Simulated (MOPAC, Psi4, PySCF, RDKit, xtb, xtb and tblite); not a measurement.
Two geometries of SMILES Cc1ccc(B(O)O)cc1, relaxed at GFN2-xTB with one dihedral held; other torsions can differ between them too.

Structure A

```
19

C     -3.1726     0.0640    -0.3520
C     -1.6778     0.0159    -0.2543
C     -0.8885     1.0341    -0.7723
C      0.4886     0.9832    -0.6673
C      1.1297    -0.0831    -0.0367
B      2.6983    -0.1390     0.0743
O      3.4497     0.9203    -0.3768
O      3.2506    -1.1551     0.7807
C      0.3265    -1.1004     0.4829
C     -1.0487    -1.0532     0.3754
H     -3.6054     0.2637     0.6286
H     -3.4945     0.8470    -1.0342
H     -3.5655    -0.8898    -0.7000
H     -1.3589     1.8745    -1.2645
H      1.0914     1.7826    -1.0725
H      4.1742     0.7482    -0.9719
H      4.2015    -1.1241     0.8953
H      0.8034    -1.9342     0.9758
H     -1.6496    -1.8539     0.7845
```

Structure B

```
19

C     -3.5250     5.2693     2.3731
C     -3.3405     3.9103     1.7697
C     -2.5347     3.7153     0.6559
C     -2.3700     2.4546     0.1145
C     -2.9989     1.3365     0.6627
B     -2.7878    -0.0909     0.0176
O     -1.9655    -0.2011    -1.0512
O     -3.3042    -1.2401     0.5386
C     -3.8067     1.5462     1.7820
C     -3.9754     2.8048     2.3247
H     -4.5841     5.5081     2.4596
H     -3.0425     6.0331     1.7686
H     -3.0956     5.2983     3.3745
H     -2.0319     4.5612     0.2079
H     -1.7412     2.3146    -0.7514
H     -2.0537    -1.0267    -1.5277
H     -3.8509    -1.1401     1.3157
H     -4.3194     0.7105     2.2431
H     -4.6080     2.9368     3.1919
```

**Question.** Which is lower in energy at the level B3LYP-D3(BJ)/def2-SVP // GFN2-xTB in Psi4, and by how much?

**Answer.** B is lower, by 25.52 kJ/mol (dihedral O8–B6–O7–H16: 60° in A, 20° in B).

E(B) − E(A) in kJ/mol at the other levels, on the same two geometries: GFN2-xTB (xtb and tblite) -25.26; B3LYP/def2-SVP // GFN2-xTB (Psi4) -24.84; PBE/def2-SVP // GFN2-xTB (Psi4) -25.70; PBE-D3(BJ)/def2-SVP // GFN2-xTB (Psi4) -26.12; UFF // GFN2-xTB (RDKit) 30.50; AM1, restricted, heats of formation // GFN2-xTB (MOPAC) -33.29; PM7, restricted, heats of formation // GFN2-xTB (MOPAC) -9.82; GFN1-xTB // GFN2-xTB (xtb) -14.82; restricted B3LYP/6-31G*, spherical d, density fitting // GFN2-xTB (PySCF) -25.82; restricted B3LYP/6-311+G**, spherical d, density fitting // GFN2-xTB (PySCF) -23.57; restricted MP2 (frozen core)/6-31G*, spherical d // GFN2-xTB (PySCF) -26.90.
